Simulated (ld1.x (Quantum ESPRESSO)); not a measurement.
## An all-electron radial function and its pseudo partner (N (Z = 7))

Columns: radius, all-electron u(r) and pseudo u(r) of the 2p shell (level -7.09 eV) of nitrogen in the configuration [He] 2s2 2p3; PBE, non-relativistic, RRKJ scheme, ld1.x (Quantum ESPRESSO) 7.5.

```tsv
r (bohr)	all-electron	pseudo
0.090	0.0608	0.0214
0.180	0.1834	0.0829
0.270	0.3174	0.1773
0.360	0.4405	0.2939
0.450	0.5442	0.4200
0.540	0.6269	0.5428
0.630	0.6901	0.6513
0.720	0.7348	0.7375
0.810	0.7631	0.7972
0.900	0.7776	0.8300
0.990	0.7808	0.8388
1.080	0.7751	0.8284
1.170	0.7624	0.8049
1.260	0.7444	0.7741
1.350	0.7226	0.7404
1.440	0.6980	0.7069
1.530	0.6716	0.6750
1.620	0.6440	0.6449
1.710	0.6159	0.6160
1.800	0.5876	0.5876
1.890	0.5595	0.5595
1.980	0.5318	0.5318
2.070	0.5048	0.5048
2.160	0.4786	0.4786
2.250	0.4533	0.4533
2.340	0.4289	0.4289
```

Problem. How many radial nodes do the two functions have?

Solution. The all-electron 2p function has n − l − 1 = 0; the pseudo-wave has 0.

Problem. At about which radius was the pseudo-wave matched?

Solution. 1.80 bohr, where the columns begin to agree (steps of 0.09 bohr).

Problem. Where does each function peak?

Solution. Outermost all-electron maximum near 0.99 bohr, pseudo maximum near 0.99 bohr (to the table’s step).

Problem. Is the pseudo-wave norm-conserving?

Solution. Yes: the RRKJ scheme keeps the norm inside the radius equal to the all-electron one, which fixes the energy derivative of the logarithmic derivative at the level.
